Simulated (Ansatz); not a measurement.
One change: `C/C=N/CF` becomes `C/C=[N]\[GeH3]`.

Ansatz, PBE0-D4/def2-TZVP geometries, multiplicity 1. Each molecule was computed in one conformer, which needn't be the lowest.

Scalar relativity is left out up to krypton.

```tsv
property	`C/C=N/CF`
HOMO–LUMO gap (PBE0/def2-TZVPP) / eV	7.23
HOMO–LUMO gap (PBE/def2-TZVPP) / eV	4.62
LUMO energy (ωB97M-V/def2-TZVPP) / eV	1.76
HOMO energy (PBE0/def2-TZVPP) / eV	-7.70
size of the dipole moment (B3LYP/def2-TZVPP) / D	3.24
LUMO energy (PBE/def2-TZVPP) / eV	-1.60
```

Question: What does the change do to each property? (Estimate.)

Answer: Computed: 
```
                                        property  `C/C=[N]\[GeH3]`  shift
            HOMO–LUMO gap (PBE0/def2-TZVPP) / eV              6.36  -0.87
             HOMO–LUMO gap (PBE/def2-TZVPP) / eV              3.92  -0.70
           LUMO energy (ωB97M-V/def2-TZVPP) / eV              1.74  -0.02
              HOMO energy (PBE0/def2-TZVPP) / eV             -6.79   0.91
size of the dipole moment (B3LYP/def2-TZVPP) / D              2.10  -1.14
               LUMO energy (PBE/def2-TZVPP) / eV             -1.52   0.08
```

Dipoles are sizes alone; their direction can turn.

B3LYP here is the variant with VWN-RPA as its local correlation; programs differ in this.
